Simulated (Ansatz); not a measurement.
The molecule PH-, multiplicity 2 (lowest of 2S+1 = 2, 4 at CCSD(T)/def2-TZVPP on PBE0 minima; our sources give no spin for the ground state, which may be another).

The constants come from a fifth-degree fit in 1/R (seven points, main isotopes). Runs in def2 and cc sets follow the lowest solution found near the PBE0 minimum.

Programs: Ansatz (a first-principles code) with Gaussian orbitals. Each number belongs to the level named beside it.

Energies at CAM-B3LYP/def2-TZVPP:

```
R (Å)       E (hartree)
--------  -------------
1.342246  -341.91381047
1.378328  -341.91609974
1.411524  -341.91716593
1.449049  -341.91736373
1.486574  -341.91666965
1.529872  -341.91496502
1.580387  -341.91200876
```

### Question
With a reduced mass of 0.9761 u, find the minimum, the force constant and the constants.

### Answer
A fifth-degree polynomial in 1/R puts the minimum at r_e = 1.4377 Å with force constant 292 N/m. Then ω_e = (1/2πc)√(k/μ) = 2252 cm⁻¹ and B_e = h/(8π²cμr_e²) = 8.355 cm⁻¹; the cubic and quartic terms give α_e = 0.26 and ω_e x_e = 45 cm⁻¹.
